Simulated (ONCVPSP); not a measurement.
Logarithmic derivatives: P, ONCV

ONCVPSP 4.0.1 input, shortened (lines: element, Z, core and valence counts, functional; n l f; lmax; l rc ep ncon nbas qcut; lloc lpopt rc5 dvloc0; l nproj debl; icmod fcfact rcfact), LDA (Perdew-Zunger), non-relativistic:

```
  P 15.00    3    2        3      upf
    1    0    2.00
    2    0    2.00
    2    1    6.00
    3    0    2.00
    3    1    2.00
    1
    0    1.40    0.00    3    8    4.60
    1    1.28    0.00    4    7    4.80
    4    5    1.20    0.00
    0    2    3.20
    1    1    2.40
    0    0.00    0.00
```

The phase is arctan(r·R′/R) of the radial function R(r), unwrapped; energies in Ha, scanned from -2 to 5 Ha. A pole is an energy at which the radial function vanishes at the test radius. The pseudo phase is shifted by a multiple of π to meet the all-electron one at the reference energy, and phase errors are pseudo minus all-electron; the curves can meet again beyond the range given. Levels narrower than the energy grid can be missing from the lists of poles.

```tsv
channel	radius (bohr)	reference energy (Ha)	poles, all-electron	poles, pseudo	unbroken range about the reference energy with phases within 0.05 rad	phase error 1 Ha above the reference energy (rad)
s	1.42	-0.85	3.29	3.28	below 4.8	-0.001
p	1.30	-0.53	4.95	2.92	below 0.6	-0.042
```

Phases in the s channel:

```tsv
E (Ha)	all-electron	pseudo
-1.98	0.508	0.503
-1.62	0.202	0.199
-1.26	-0.180	-0.181
-0.90	-0.550	-0.550
-0.54	-0.833	-0.833
-0.18	-1.028	-1.029
0.18	-1.163	-1.164
0.54	-1.260	-1.260
0.90	-1.331	-1.332
1.26	-1.387	-1.387
1.62	-1.432	-1.432
1.98	-1.469	-1.469
2.34	-1.501	-1.501
2.70	-1.529	-1.530
3.06	-1.555	-1.556
3.42	-1.579	-1.581
3.78	-1.602	-1.606
4.14	-1.625	-1.633
4.50	-1.647	-1.668
4.86	-1.671	-1.723
```
